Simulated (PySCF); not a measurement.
A structure optimised at PBE-D3(BJ)/def2-SVP, used in a PySCF frequency run:

```xyz
12

Mo    -0.0606    -0.2051    -0.1599
N     -0.7510    -1.8051    -0.1516
H     -1.0420    -2.7344    -0.4737
N      0.5549     0.2287    -1.7369
H      0.7082     0.0424    -2.7360
O      1.3384    -0.0704     1.0944
C      2.7249     0.1574     1.0806
H      3.2772    -0.7967     1.2333
H      3.0598     0.6153     0.1227
H      2.9902     0.8454     1.9128
S     -1.9241     1.1864     0.3025
H     -1.3482     2.3149    -0.2056
```

Task: Write its SMILES and formula.

Result: C[O][Mo](=[NH])(=[NH])[SH], CH₆MoN₂OS

Task: What are its rotational constants (standard atomic weights)?

Result: 2.6939, 1.3727, 1.2131 GHz
